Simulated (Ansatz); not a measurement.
```
atom    x (Å)    y (Å)   z (Å)
   C   0.0000   1.4000  0.0000
   C   1.2124   0.7000  0.0000
   C   1.2124  -0.7000  0.0000
   C   0.0000  -1.4000  0.0000
   C  -1.2124  -0.7000  0.0000
   C  -1.2124   0.7000  0.0000
   C   2.4249   1.4000  0.0000
   C   3.6373   0.7000  0.0000
   C   3.6373  -0.7000  0.0000
   C   2.4249  -1.4000  0.0000
   H   0.0000  -2.4850  0.0000
   H  -2.1521  -1.2425  0.0000
   H   2.4249   2.4850  0.0000
   H   4.5769   1.2425  0.0000
   H   4.5769  -1.2425  0.0000
   H   2.4249  -2.4850  0.0000
```

Basis set: def2-SVP. Charge 0. Computed with Ansatz (development build ahead of 0.2.0); the lowest solution found for each multiplicity.

(1) How do the multiplicities compare at this shape? Give, from the lowest of each method, PBE0 (unrestricted) for 1, 3; PBE0 (restricted) for 1, 3; HF (unrestricted) for 1, 3; HF (restricted) for 1, 3.

Results:

(1)

```json
{"method": "PBE0, unrestricted", "multiplicity": "1", "E (eV)": "0.000", "<S²>": "0.74"}
{"method": "PBE0, unrestricted", "multiplicity": "3", "E (eV)": "0.599", "<S²>": "2.01"}
{"method": "PBE0, restricted", "multiplicity": "1", "E (eV)": "0.000", "<S²>": "0.00"}
{"method": "PBE0, restricted", "multiplicity": "3", "E (eV)": "0.270", "<S²>": "2.00"}
{"method": "HF, unrestricted", "multiplicity": "1", "E (eV)": "0.000", "<S²>": "2.33"}
{"method": "HF, unrestricted", "multiplicity": "3", "E (eV)": "0.858", "<S²>": "3.17"}
{"method": "HF, restricted", "multiplicity": "1", "E (eV)": "1.430", "<S²>": "0.00"}
{"method": "HF, restricted", "multiplicity": "3", "E (eV)": "0.000", "<S²>": "2.00"}
```

Caution for PBE0, unrestricted: the unrestricted determinant is spin contaminated. Caution for PBE0, restricted, HF, restricted: an unrestricted determinant lies well below. Caution for HF, unrestricted: the unrestricted determinant is a mixture of spin states.
